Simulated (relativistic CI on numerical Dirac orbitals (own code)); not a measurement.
## Zr XXVI: sensitivity of the levels to the model

Base calculation: Dirac-Coulomb-Breit CI, orbitals from a KLI potential per configuration, model QED, unscaled Slater integrals.

Configurations in the expansion (outside the closed core [Ne]): 3s²3p³, 3s3p⁴, 3s²3p²3d, 3p⁵, 3s3p³3d, 3p⁴3d, 3s3p²3d², 3s²3p3d4p, 3p⁴4s, 3s²3p²4s, 3s3p²3d4s, 3p⁴4p, 3s²3p3d², 3s²3d³, 3s3p3d³, 3s²3d²4s, 3p³3d², 3p²3d³, 3p²3d²4s, 3s²3p3d4s, 3s3p3d²4s, 3s²3d4s², 3s3p²3d4p, 3s3p3d²4p, 3p²3d²4p, 3s3p3d4s4p. Double excitations out of closed p, d and f shells are left out; levels of such configurations are missing from the list, as are those of other unlisted configurations, and high levels can miss mixing partners.

The lowest level and the first level of each name with at least 55 % of one term (blank where a level has no safe partner in the second run):

| Level | Base (cm⁻¹) | Shift (cm⁻¹) |
| --- | --- | --- |
| 3s²3p³ ⁴S°3/2 | 0 | 0 |
| 3s²3p³ ²D°3/2 | 123590 | +49 |
| 3s²3p³ ²D°5/2 | 164243 | -2790 |
| 3s²3p³ ²P°1/2 | 218316 | -7304 |
| 3s²3p³ ²P°3/2 | 335625 | -4232 |
| 3s3p⁴ ⁴P5/2 | 642956 | +12937 |
| 3s3p⁴ ⁴P3/2 | 719420 | +11115 |
| 3s3p⁴ ⁴P1/2 | 737054 | +9184 |
| 3s3p⁴ ²D5/2 | 853047 | +7532 |
| 3s²3p²3d ²F5/2 | 940757 | +4354 |
| 3s²3p²3d ⁴F7/2 | 961900 | +4643 |
| 3s²3p²3d ⁴D1/2 | 973549 | +596 |
| 3s²3p²3d ⁴D3/2 | 992073 | +1721 |
| 3s²3p²3d ⁴F9/2 | 1006319 | +2524 |
| 3s²3p²3d ²G7/2 | 1082696 | -3196 |
| 3s²3p²3d ⁴P5/2 | 1094570 | -9659 |
| 3s²3p²3d ²D3/2 | 1145518 | -11522 |
| 3s²3p²3d ²G9/2 | 1164450 | -1337 |
| 3s²3p²3d ²D5/2 | 1175743 | -18231 |
| 3s3p³3d ⁶D°1/2 | 1406757 | +21511 |
| 3s3p³3d ⁶D°3/2 | 1408657 | +21172 |
| 3s3p³3d ⁶D°5/2 | 1409835 | +20747 |

At this charge energies of transitions that change n are usually good to better than 1 %, and those within a shell (Δn = 0) to a few per cent.

(1) One thing was changed in a second run, which moved the levels as shown. Which?
A. QED terms removed
B. only the first 3 configurations
C. valence Slater integrals scaled by 0.9
D. Breit term removed
E. configuration mixing switched off

## Answers

(1) C. Valence Slater integrals scaled by 0.9. Scaling acts on the splittings between terms and on the mixing, and leaves the fine structure of pure LS terms nearly alone; in jj coupling it moves the levels of one term differently.

LS names give the leading component of a level, which can be under half, so a name can repeat, a term be missing and a line seem to break the LS rules.
